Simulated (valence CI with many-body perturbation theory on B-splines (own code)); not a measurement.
Ta³⁴⁺: calculated level list

Computed by valence CI with perturbative core correlation (CI+MBPT): three valence electrons over a frozen Dirac-Fock core [Kr], a basis of 7 s, 7 p, 8 d, 6 f, 4 g, 1 h functions for each j, with the one-electron correlation potential Σ1, the two-electron term Σ2, the three-electron term Σ3, Breit, model QED; selected CI, second order for the rest, scaled by the run's own slope (own B-spline code, finite nucleus).

The last digits are not significant, and no measured levels were compared; by estimate large intervals hold to a few tenths of a per cent, small ones and those within an open d or f shell to about a per cent. Only levels of the ground parity were solved; by the run's estimate the other parity begins above the list, which can be wrong where configurations are misplaced.

Levels 1 to 19 of 19, with energies above the lowest level, (4d3/2^3) J=3/2. "Leading %" is the weight of the configuration and term that name the level; weights of strongly mixed levels are sums over their largest components and can fall short, so below about 35 % the name and the second component can differ from the true leading terms, or belong to a minority configuration. In the jj column 3d3/2^4 stands for four electrons in 3d with j = 3/2.

| No. | Configuration | Term | J | E (eV) | Leading % | Second component | Leading jj |
| --- | --- | --- | --- | --- | --- | --- | --- |
| 1 | 4d³ | ⁴F | 3/2 | 0.000 | 51 | 35 % 4d³ ²D | 4d3/2^3 (96 %) |
| 2 | 4d³ | ⁴F | 5/2 | 13.794 | 85 | 14 % 4d³ ²D | 4d3/2^2 4d5/2 (98 %) |
| 3 | 4d³ | ⁴P | 3/2 | 16.194 | 40 | 29 % 4d³ ²P | 4d3/2^2 4d5/2 (97 %) |
| 4 | 4d³ | ²G | 7/2 | 17.496 | 46 | 40 % 4d³ ⁴F | 4d3/2^2 4d5/2 (94 %) |
| 5 | 4d³ | ²H | 9/2 | 17.898 | 43 | 42 % 4d³ ²G | 4d3/2^2 4d5/2 (98 %) |
| 6 | 4d³ | ⁴P | 1/2 | 18.096 | 60 | 40 % 4d³ ²P | 4d3/2^2 4d5/2 (99 %) |
| 7 | 4d³ | ⁴P | 5/2 | 25.735 | 46 | 34 % 4d³ ²D | 4d3/2^2 4d5/2 (88 %) |
| 8 | 4d³ | ⁴F | 7/2 | 31.177 | 59 | 38 % 4d³ ²G | 4d3/2 4d5/2^2 (96 %) |
| 9 | 4d³ | ⁴F | 9/2 | 32.786 | 53 | 42 % 4d³ ²H | 4d3/2 4d5/2^2 (96 %) |
| 10 | 4d³ | ⁴P | 3/2 | 34.472 | 41 | 39 % 4d³ ²D | 4d3/2 4d5/2^2 (99 %) |
| 11 | 4d³ | ²P | 1/2 | 35.541 | 60 | 40 % 4d³ ⁴P | 4d3/2 4d5/2^2 (99 %) |
| 12 | 4d³ | ²D | 5/2 | 36.454 | 45 | 28 % 4d³ ⁴P | 4d3/2 4d5/2^2 (88 %) |
| 13 | 4d³ | ²H | 11/2 | 36.486 | 100 |  | 4d3/2 4d5/2^2 (100 %) |
| 14 | 4d³ | ²D | 5/2 | 39.016 | 44 | 40 % 4d³ ²F | 4d3/2 4d5/2^2 (96 %) |
| 15 | 4d³ | ²F | 7/2 | 39.703 | 82 | 16 % 4d³ ²G | 4d3/2 4d5/2^2 (97 %) |
| 16 | 4d³ | ²D | 3/2 | 46.193 | 67 | 26 % 4d³ ²P | 4d3/2 4d5/2^2 (86 %) |
| 17 | 4d³ | ²G | 9/2 | 49.924 | 53 | 32 % 4d³ ⁴F | 4d5/2^3 (97 %) |
| 18 | 4d³ | ²D | 3/2 | 55.190 | 56 | 32 % 4d³ ²P | 4d5/2^3 (87 %) |
| 19 | 4d³ | ²D | 5/2 | 58.962 | 63 | 22 % 4d³ ²F | 4d5/2^3 (94 %) |

The ionisation energy to 4d² ³F2 of the next ion comes out as 1435.6 eV (NIST: 1434 ± 5 eV (theoretical)). All 19 levels together are meant to be complete up to 61.321 eV.
